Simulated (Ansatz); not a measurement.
One change: `NB(F)F` becomes `C[SiH2]B(N)F`.

Ansatz, PBE0-D4/def2-TZVP geometries, multiplicity 1. Each molecule was computed in one conformer, which needn't be the lowest.

| property | `NB(F)F` |
| --- | --- |
| size of the dipole moment (PBE/def2-TZVPP) / D | 2.66 |
| HOMO energy (PBE/def2-TZVPP) / eV | -7.11 |
| HOMO energy (B3LYP/def2-TZVPP) / eV | -8.40 |
| LUMO energy (ωB97M-V/def2-TZVPP) / eV | 1.90 |
| LUMO energy (PBE/def2-TZVPP) / eV | -0.14 |
| ideal-gas entropy at 298 K and 1 bar (rigid rotor, harmonic PBE0-D4/def2-TZVP) / J/(mol·K) | 272 |

Q: Give the same properties after the change, and the shifts. (An estimate is asked.)

A: Computed: 
| property | `C[SiH2]B(N)F` | shift |
| --- | --- | --- |
| size of the dipole moment (PBE/def2-TZVPP) / D | 1.97 | -0.69 |
| HOMO energy (PBE/def2-TZVPP) / eV | -6.64 | 0.47 |
| HOMO energy (B3LYP/def2-TZVPP) / eV | -7.78 | 0.62 |
| LUMO energy (ωB97M-V/def2-TZVPP) / eV | 1.70 | -0.20 |
| LUMO energy (PBE/def2-TZVPP) / eV | -0.99 | -0.85 |
| ideal-gas entropy at 298 K and 1 bar (rigid rotor, harmonic PBE0-D4/def2-TZVP) / J/(mol·K) | 358 | 86 |

With PBE0 the HOMO rises by 0.68 eV and the LUMO falls by 0.75 eV, so the gap narrows by about 1.43 eV. PBE moves the HOMO by 0.47 eV and ωB97M-V by 0.91 eV. The zero-point energy changes by 134.1 kJ/mol with +18 modes. Dipoles are sizes alone; their direction can turn. Modes under 60 cm⁻¹, often nearly free rotors, make the harmonic entropy too high.

B3LYP here is the variant with VWN-RPA as its local correlation; programs differ in this.
